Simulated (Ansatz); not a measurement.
`C[NH][Zr]([OH])([NH]C)[NH]C`. Charge 0, multiplicity 1. Zr takes the def2 core potential. All single points use the PBE0-D4/def2-TZVP geometry. It is one conformer, not always the lowest.

```xyz
21

C     0.816    2.659   -1.426
N     0.248    1.946   -0.303
Zr    0.169   -0.083   -0.062
O     1.800   -0.963   -0.654
N    -0.215   -0.421    1.918
C     0.754   -0.476    2.991
N    -1.484   -0.716   -1.087
C    -1.789   -2.075   -1.475
H     0.095    3.335   -1.903
H     1.141    1.952   -2.197
H     1.698    3.254   -1.152
H    -0.035    2.579    0.433
H     2.575   -1.406   -0.982
H    -1.140   -0.672    2.241
H     1.751   -0.231    2.612
H     0.826   -1.470    3.451
H     0.536    0.245    3.791
H    -2.156   -0.062   -1.467
H    -2.759   -2.415   -1.089
H    -1.035   -2.761   -1.074
H    -1.797   -2.217   -2.564
```

**Question.** What is the dipole moment at B3LYP/def2-TZVPP? (Estimate.)

**Answer.** The calculation gave: 0.12 D, with components (0.05, -0.06, -0.09) D in this frame, pointing from negative to positive charge.

**Question.** And with PBE, r2SCAN, ωB97M-V? (Best estimate.)

**Answer.** The calculation gave: PBE 0.09 D, r2SCAN 0.10 D, ωB97M-V 0.20 D.

**Question.** Give the Mulliken charges with B3LYP, PBE, ωB97M-V in def2-TZVPP. (Estimate.)

**Answer.** The calculation gave: 
```json
{"atom": "C1", "B3LYP": "-0.16", "PBE": "-0.17", "ωB97M-V": "-0.22"}
{"atom": "N2", "B3LYP": "-0.49", "PBE": "-0.43", "ωB97M-V": "-0.46"}
{"atom": "Zr3", "B3LYP": "1.20", "PBE": "0.98", "ωB97M-V": "1.14"}
{"atom": "O4", "B3LYP": "-0.55", "PBE": "-0.50", "ωB97M-V": "-0.50"}
{"atom": "N5", "B3LYP": "-0.49", "PBE": "-0.43", "ωB97M-V": "-0.46"}
{"atom": "C6", "B3LYP": "-0.16", "PBE": "-0.17", "ωB97M-V": "-0.22"}
{"atom": "N7", "B3LYP": "-0.49", "PBE": "-0.43", "ωB97M-V": "-0.46"}
{"atom": "C8", "B3LYP": "-0.16", "PBE": "-0.17", "ωB97M-V": "-0.22"}
{"atom": "H9", "B3LYP": "0.09", "PBE": "0.09", "ωB97M-V": "0.11"}
{"atom": "H10", "B3LYP": "0.07", "PBE": "0.08", "ωB97M-V": "0.09"}
{"atom": "H11", "B3LYP": "0.09", "PBE": "0.09", "ωB97M-V": "0.11"}
{"atom": "H12", "B3LYP": "0.12", "PBE": "0.13", "ωB97M-V": "0.10"}
{"atom": "H13", "B3LYP": "0.17", "PBE": "0.17", "ωB97M-V": "0.15"}
{"atom": "H14", "B3LYP": "0.12", "PBE": "0.13", "ωB97M-V": "0.10"}
{"atom": "H15", "B3LYP": "0.07", "PBE": "0.08", "ωB97M-V": "0.09"}
{"atom": "H16", "B3LYP": "0.09", "PBE": "0.09", "ωB97M-V": "0.11"}
{"atom": "H17", "B3LYP": "0.09", "PBE": "0.09", "ωB97M-V": "0.11"}
{"atom": "H18", "B3LYP": "0.12", "PBE": "0.13", "ωB97M-V": "0.10"}
{"atom": "H19", "B3LYP": "0.09", "PBE": "0.09", "ωB97M-V": "0.11"}
{"atom": "H20", "B3LYP": "0.07", "PBE": "0.08", "ωB97M-V": "0.09"}
{"atom": "H21", "B3LYP": "0.09", "PBE": "0.09", "ωB97M-V": "0.11"}
```

B3LYP here is the variant with VWN-RPA as its local correlation; programs differ in this.

Results of the Gaussian-basis code of Ansatz.
